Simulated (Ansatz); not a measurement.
Relaxation of ClH5OSiZn (9 atoms, charge 0, multiplicity 1), to a largest force component of 0.03 eV/Å in at most 50 steps.

Theory: RKS PBE/def2-SVP in Ansatz.

```xyz
9
Properties=species:S:1:pos:R:3
Zn -0.450 -0.125 0.152
O -0.705 -0.084 1.923
H -1.501 -0.580 2.191
Cl -0.118 -0.133 -1.937
Si 2.805 0.796 1.160
H 3.663 -0.390 1.502
H 2.929 1.092 -0.307
H 3.253 1.992 1.954
H 1.397 0.491 1.500
```

Question: Where does it end, and by what steps?

Answer: It converged. The force dipped under the threshold on the way, but the program's further checks kept it going. After 14 steps the energy has fallen by 0.126 eV; Cl4 moved furthest, 1.14 Å.

| step | energy less start (eV) | largest force component (eV/Å) | accepted |
| --- | --- | --- | --- |
| 0 | 0.0000 | 0.581 | yes |
| 1 | -0.0405 | 0.211 | yes |
| 2 | -0.0606 | 0.265 | yes |
| 3 | -0.0684 | 0.379 | yes |
| 4 | -0.0703 | 0.557 | yes |
| 5 | -0.0825 | 0.200 | yes |
| 6 | -0.0984 | 0.088 | yes |
| 7 | -0.1066 | 0.274 | yes |
| 8 | -0.1148 | 0.257 | yes |
| 9 | -0.1204 | 0.228 | yes |
| 10 | -0.1237 | 0.038 | yes |
| 11 | -0.1248 | 0.010 | yes |
| 12 | -0.1252 | 0.011 | yes |
| 13 | -0.1254 | 0.015 | yes |
| 14 | -0.1255 | 0.019 | yes |

```xyz
9
Properties=species:S:1:pos:R:3
Zn -0.245 -0.336 0.516
O -1.135 -0.074 2.046
H -2.046 -0.417 1.981
Cl 0.668 -0.734 -1.365
Si 2.827 0.922 0.973
H 3.425 -0.417 0.664
H 2.763 1.796 -0.243
H 3.600 1.600 2.068
H 1.416 0.718 1.499
```

Whether the end is a true minimum wasn't checked by a vibrational analysis.

The run took 36 s on 2 threads of Arm Neoverse V1 (shared host), peak memory 0.15 GiB.
